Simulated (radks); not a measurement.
Spherical jellium clusters: N electrons in a uniform positive sphere of charge N and radius rs N^(1/3), rs = 5.13 bohr. Method: non-relativistic Kohn-Sham, PBEsol, spin-polarised, spherical densities; computed with a radial shooting solver with Libxc functionals. Levels are named by radial order and angular momentum (1s, 1p, 1d, 2s, ...), and open shells are averaged over m.

N = 10, configuration 1s2 1p6 1d(up 2, down 0). This is the lowest configuration that the search found. Occupied levels:

level,occupation,eigenvalue (eV),<r> (bohr)
1s up,1,-3.5996,7.417
1s down,1,-3.4995,6.930
1p up,3,-2.9607,8.593
1p down,3,-2.7658,8.334
1d up,2,-2.1174,9.562

Energy (eV): total -17.3558, kinetic 11.474, external -292.64, Hartree 145.31, exchange-correlation -29.232, background 147.72.
